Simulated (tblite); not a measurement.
I₃Si (SMILES I[Si](I)I), doublet, at a GFN2-xTB geometry; IPEA1-xTB (tblite).

Here is a job for tblite.
```
$ tblite run mol.xyz --method ipea1 --charge 0 --spin 1 --json tblite.json --no-restart

# file mol.xyz
4

I     -1.93127252    -1.33453319    -0.03701836
Si     0.01593701    -0.00484828     0.77588505
I      2.11920502    -1.00358043    -0.11814888
I     -0.19214227     2.33939430    -0.04978353
```

Task: Write the output that tblite gives for this input, abridged.

Result: 
```
xTB calculator
 | screened Coulomb repulsion
 | Coulomb electrostatics
 |  * isotropic Klopman-Ohno-Mataga-Nishimoto electrostatics
 |  * onsite third-order electrostatics
 | DFT-D3(BJ) dispersion correction

halogen bonding energy    0.0000000000000E+00 Eh
repulsion energy          3.4695220667779E-02 Eh
dispersion energy        -3.0622591518720E-03 Eh
number of electrons       2.5000000000000E+01 e
integral cutoff           2.8146159136829E+01 bohr

------------------------------------------------------------
  cycle        total energy    energy error   density error
------------------------------------------------------------
      1     -13.87402436809  -1.3905657E+01   3.5274090E-01
      2     -13.87516824364  -1.1438756E-03   2.0321393E-01
      3     -13.87270288831   2.4653553E-03   3.3681530E-02
      4     -13.87507688112  -2.3739928E-03   2.3848642E-02
      5     -13.87561661940  -5.3973828E-04   5.9660280E-03
      6     -13.87568294232  -6.6322921E-05   2.8301031E-05
      7     -13.87568294229   3.7553960E-11   1.9957180E-05
------------------------------------------------------------

electronic energy        -1.3907315903803E+01 Eh
total energy             -1.3875682942287E+01 Eh

Post processing:
 | Mayer-Wiberg bond orders

[Info] JSON dump of results written to 'tblite.json'
```
